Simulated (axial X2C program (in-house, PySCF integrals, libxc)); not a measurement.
# Which functional? An output for GeP

An SCF output computed with an in-house all-electron X2C program for linear molecules (integrals from PySCF) for GeP at 2.150 Å, two-component, state Ω = 3/2, Ge dyall-cv3z [9s9p7d4f1g], P dyall-v3z [8s7p2d1f] (cores contracted in-house), without its first line:

```
basis functions 154  fitting functions 907  grid points 5077
iter        total energy     max residual
   1      -2437.943685204     2.65e-01
   2      -2437.970730875     7.84e-03
   3      -2437.972018596     5.13e-03
   4      -2437.972433004     2.62e-03
   5      -2437.972835389     3.01e-03
   6      -2437.973297560     3.00e-03
   7      -2437.973673914     3.14e-03
   8      -2437.974519236     2.98e-03
   9      -2437.976633884     1.46e-03
  10      -2437.976252308     2.38e-03
  11      -2437.976711593     2.07e-03
  12      -2437.977014630     6.49e-04
  13      -2437.977064343     3.23e-04
  14      -2437.977074601     1.71e-05
  15      -2437.977074609     1.49e-05
  16      -2437.977074628     6.50e-06
  17      -2437.977074620     1.20e-05
  18      -2437.977074632     3.93e-06
  19      -2437.977074634     2.08e-07
converged
one-electron -3629.72752753  Coulomb 1175.68037738  exact exchange -101.30279377  xc functional 0.00000000  nuclear repulsion 118.14188895  atomic mean-field constant -0.76901966
```

Question: Which level of theory produced it?
A. HF
B. r2SCAN
C. PBE0

Answer: A. The exact-exchange term against the functional term shows a share of 1 of exact exchange.
